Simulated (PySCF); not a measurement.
C$_{2}$H$_{5}$S, doublet, at a GFN2-xTB geometry; PySCF with M062X/3-21G.

PySCF was given this input:
```python
from pyscf import gto, scf, dft

mol = gto.Mole()
mol.atom = '''
    C     1.482554    0.659323   -0.016558
    C    -0.031544    0.783952    0.002485
    S    -0.844717   -0.823715    0.008237
    H    -0.371046    1.312006    0.895435
    H    -0.392973    1.316748   -0.878969
    H     1.933955    1.649482   -0.019490
    H     1.830643    0.118414    0.860426
    H     1.808830    0.123132   -0.904755
'''
mol.basis = '3-21g'
mol.charge = 0
mol.spin = 1
mol.verbose = 4
mol.build()

mf = dft.UKS(mol)
mf.xc = 'm062x'
mf.level_shift = 0.5
mf.max_cycle = 100
mf.kernel()
mf.analyze()
```

Q: What does PySCF print? Leave out banner, timings and long lists.

A: 
```
PySCF version 2.14.0

[INPUT] verbose = 4
[INPUT] num. atoms = 8
[INPUT] num. electrons = 33
[INPUT] charge = 0
[INPUT] spin (= nelec alpha-beta = 2S) = 1
[INPUT] symmetry False subgroup None
[INPUT] Mole.unit = angstrom
[INPUT] Symbol           X                Y                Z      unit          X                Y                Z       unit  Magmom
[...]
nuclear repulsion = 98.6266216253577
number of shells = 27
number of NR pGTOs = 72
number of NR cGTOs = 41
basis = 3-21g
ecp = {}

******** <class 'pyscf.dft.uks.UKS'> ********
method = UKS
initial guess = minao
damping factor = 0
level_shift factor = 0.5
DIIS = <class 'pyscf.scf.diis.CDIIS'>
diis_start_cycle = 1
diis_space = 8
diis_damp = 0
SCF conv_tol = 1e-09
SCF conv_tol_grad = None
SCF max_cycles = 100
direct_scf = True
direct_scf_tol = 1e-13
number electrons alpha = 17  beta = 16
XC library pyscf.dft.libxc version 7.1.2
    S. Lehtola, C. Steigemann, M. J. T. Oliveira, and M. A. L. Marques,  SoftwareX 7, 1–5 (2018)
XC functionals = m062x
    Y. Zhao and D. G. Truhlar,  Theor. Chem. Acc. 120, 215 (2008)
    Y. Zhao and D. G. Truhlar,  Theor. Chem. Acc. 120, 215 (2008)
radial grids:
    Treutler-Ahlrichs [JCP 102, 346 (1995); DOI:10.1063/1.469408] (M4) radial grids

becke partition: Becke, JCP 88, 2547 (1988); DOI:10.1063/1.454033
pruning grids: <function nwchem_prune>
grids dens level: 3
symmetrized grids: False
atomic radii adjust function: <function treutler_atomic_radii_adjust>
small_rho_cutoff = 0
Set gradient conv threshold to 3.16228e-05
tot grids = 96160
init E= -474.766910830221

cycle= 1 E= -474.760061471365  delta_E= 0.00685  |g|= 0.392  |ddm|= 1.76
cycle= 2 E= -474.871504742736  delta_E= -0.111  |g|= 0.173  |ddm|= 0.649
cycle= 3 E= -474.890392907135  delta_E= -0.0189  |g|= 0.0736  |ddm|= 0.173
cycle= 4 E= -474.896889247335  delta_E= -0.0065  |g|= 0.0392  |ddm|= 0.103
cycle= 5 E= -474.900005384303  delta_E= -0.00312  |g|= 0.0248  |ddm|= 0.065
cycle= 6 E= -474.901567298912  delta_E= -0.00156  |g|= 0.0163  |ddm|= 0.0454
cycle= 7 E= -474.902273035884  delta_E= -0.000706  |g|= 0.0107  |ddm|= 0.0288
cycle= 8 E= -474.902553003853  delta_E= -0.00028  |g|= 0.00697  |ddm|= 0.0167
cycle= 9 E= -474.902669320489  delta_E= -0.000116  |g|= 0.00423  |ddm|= 0.0106
cycle= 10 E= -474.902713080698  delta_E= -4.38e-05  |g|= 0.0026  |ddm|= 0.00649
cycle= 11 E= -474.902729266704  delta_E= -1.62e-05  |g|= 0.00156  |ddm|= 0.0038
cycle= 12 E= -474.902735211071  delta_E= -5.94e-06  |g|= 0.00097  |ddm|= 0.00231
[...]
converged SCF energy = -474.90273872666  <S^2> = 0.75148221  2S+1 = 2.0014817
Total Energy =                        -474.902738726660061
[...]
spin_pop of  0 C 1s       -0.00000
spin_pop of  0 C 2s       -0.00029
spin_pop of  0 C 3s       -0.00001
spin_pop of  0 C 2px       0.00026
spin_pop of  0 C 2py       0.00051
spin_pop of  0 C 2pz       0.00028
spin_pop of  0 C 3px      -0.00000
spin_pop of  0 C 3py      -0.00003
spin_pop of  0 C 3pz       0.00002
spin_pop of  1 C 1s        0.00000
spin_pop of  1 C 2s       -0.00453
spin_pop of  1 C 3s        0.00000
spin_pop of  1 C 2px      -0.00481
spin_pop of  1 C 2py      -0.02055
spin_pop of  1 C 2pz       0.00160
spin_pop of  1 C 3px      -0.00005
spin_pop of  1 C 3py       0.00010
spin_pop of  1 C 3pz       0.00030
spin_pop of  2 S 1s       -0.00000
spin_pop of  2 S 2s        0.00001
spin_pop of  2 S 3s        0.00654
spin_pop of  2 S 4s       -0.00043
spin_pop of  2 S 2px       0.00001
spin_pop of  2 S 2py       0.00001
spin_pop of  2 S 2pz       0.00016
spin_pop of  2 S 3px       0.00538
spin_pop of  2 S 3py       0.01616
spin_pop of  2 S 3pz       0.95437
spin_pop of  2 S 4px      -0.00039
spin_pop of  2 S 4py       0.00049
spin_pop of  2 S 4pz       0.00033
spin_pop of  3 H 1s        0.02239
spin_pop of  3 H 2s        0.00031
spin_pop of  4 H 1s        0.02239
spin_pop of  4 H 2s        0.00031
spin_pop of  5 H 1s       -0.00131
spin_pop of  5 H 2s       -0.00002
spin_pop of  6 H 1s        0.00024
spin_pop of  6 H 2s       -0.00000
spin_pop of  7 H 1s        0.00024
spin_pop of  7 H 2s       -0.00000
 ** Mulliken Spin Density (per atom)  **
spin density of  0 C =      0.00075
spin density of  1 C =     -0.02793
spin density of  2 S =      0.98265
spin density of  3 H =      0.02270
spin density of  4 H =      0.02270
spin density of  5 H =     -0.00134
spin density of  6 H =      0.00024
spin density of  7 H =      0.00024
 ** Mulliken pop alpha/beta on meta-lowdin orthogonal AOs **
 ** Mulliken pop       alpha | beta **
In total            17.00000 | 16.00000
 ** Mulliken atomic charges   ( Nelec_alpha | Nelec_beta ) **
charge of  0C =     -0.28644  (     3.14360      3.14285 )
charge of  1C =     -0.24416  (     3.10811      3.13605 )
charge of  2S =     -0.02808  (     8.50537      7.52272 )
charge of  3H =      0.12470  (     0.44900      0.42630 )
charge of  4H =      0.12471  (     0.44900      0.42630 )
charge of  5H =      0.10049  (     0.44909      0.45043 )
charge of  6H =      0.10440  (     0.44792      0.44768 )
charge of  7H =      0.10439  (     0.44792      0.44769 )
Dipole moment(X, Y, Z, Debye):  0.92064,  1.69163, -0.00685
```
